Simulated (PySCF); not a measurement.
C₃H₅NO₂Si, SMILES C([SiH2]C#N)(OC)=O (GFN2-xTB optimised geometry):

```
12

C      1.508     1.608     0.028
O      0.852     0.344     0.000
C     -0.482     0.344     0.000
O     -1.158     1.341     0.000
Si    -1.115    -1.470    -0.003
C     -0.700    -2.103     1.704
N     -0.442    -2.484     2.753
H      1.110     2.254    -0.757
H      1.349     2.088     0.995
H      2.564     1.410    -0.130
H     -0.333    -2.254    -0.956
H     -2.564    -1.503    -0.167
```

Calculation: CAM-B3LYP/def2-TZVP in PySCF.

Q: What are the frontier orbital energies and the dipole moment?

A: HOMO-2 -11.43 eV, HOMO-1 -10.77 eV, HOMO -9.70 eV, LUMO -0.21 eV, LUMO+1 0.36 eV; dipole moment 3.54 D.

Meta-Löwdin charges at CAM-B3LYP/def2-TZVP: C1 -0.13, O2 -0.34, C3 0.32, O4 -0.44, Si5 0.64, C6 -0.15, N7 -0.16, H8 0.13, H9 0.13, H10 0.14, H11 -0.07, H12 -0.07.
